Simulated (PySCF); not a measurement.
## CH7NO3Si

The system: CH7NO3Si, a small molecule; neutral, singlet. The structure, one conformer, was relaxed in the gas phase by PBE0-D3(BJ)/def2-SVP. No frequency run checks that it is a minimum.

SMILES: CN[Si](O)(O)O

```tsv
atom	x (Å)	y (Å)	z (Å)
O1	-1.500	-1.365	-0.790
Si2	0.026	-0.755	-0.565
O3	0.826	-0.928	-2.000
O4	0.595	-1.656	0.709
N5	0.206	0.900	-0.199
C6	-0.104	1.528	1.061
H7	-1.812	-1.920	-0.070
H8	0.471	-1.626	-2.559
H9	1.448	-1.377	1.054
H10	0.346	1.534	-0.976
H11	-1.068	2.071	1.061
H12	0.679	2.242	1.371
H13	-0.165	0.760	1.848
```

Shieldings: GIAO PBE0/pcSseg-1. Shifts are against computed references at the same level: C TMS (σ 184.4 ppm), H TMS (σ 31.27 ppm), Si TMS (σ 352.0 ppm). Core levels by delta-SCF with SCAN, pcX-2 on the ionised atom and pcseg-1 elsewhere, spin-free X2C (2p3/2 is the spin-free 2p value less a third of a first-order spin-orbit splitting); from the vacuum level, for chosen atoms.

**Question.** Give the shieldings and core levels atom by atom.

**Answer.** 
```json
{"atoms": "O1", "bonded to": "1 Si + 1 H", "σ (ppm)": "288.0", "δ (ppm)": "-", "core level (eV)": "1s 538.48"}
{"atoms": "Si2", "bonded to": "1 N + 3 O", "σ (ppm)": "406.2", "δ (ppm)": "-54.2", "core level (eV)": "2p3/2 107.98"}
{"atoms": "O3", "bonded to": "1 Si + 1 H", "σ (ppm)": "283.1", "δ (ppm)": "-", "core level (eV)": "1s 538.54"}
{"atoms": "O4", "bonded to": "1 Si + 1 H", "σ (ppm)": "285.7", "δ (ppm)": "-", "core level (eV)": "1s 538.61"}
{"atoms": "N5", "bonded to": "1 C + 1 Si + 1 H", "σ (ppm)": "239.4", "δ (ppm)": "-", "core level (eV)": "1s 404.57"}
{"atoms": "C6", "bonded to": "1 N + 3 H", "σ (ppm)": "155.6", "δ (ppm)": "28.8", "core level (eV)": "-"}
{"atoms": "H7", "bonded to": "1 O", "σ (ppm)": "29.63", "δ (ppm)": "1.63", "core level (eV)": "-"}
{"atoms": "H8", "bonded to": "1 O", "σ (ppm)": "29.72", "δ (ppm)": "1.55", "core level (eV)": "-"}
{"atoms": "H9", "bonded to": "1 O", "σ (ppm)": "30.14", "δ (ppm)": "1.13", "core level (eV)": "-"}
{"atoms": "H10", "bonded to": "1 N", "σ (ppm)": "30.87", "δ (ppm)": "0.40", "core level (eV)": "-"}
{"atoms": "H11 H12 H13", "bonded to": "1 C", "σ (ppm)": "28.74", "δ (ppm)": "2.53", "core level (eV)": "-"}
```

Values are those of this one static structure, with the three H of a rotating XH3 group averaged; atoms that internal rotation interchanges would show their mean in an NMR spectrum.

**Question.** By CAM-B3LYP/def2-SVPD (TDDFT singlets, Tamm-Dancoff triplets, ionisation by delta-SCF), where does absorption start, and what does vertical ionisation take?

**Answer.** The lowest singlet lies at 6.11 eV (f 0.005), the strongest of the first 6 at 7.71 eV (f 0.048), the lowest triplet at 5.92 eV; vertical ionisation takes 9.35 eV.
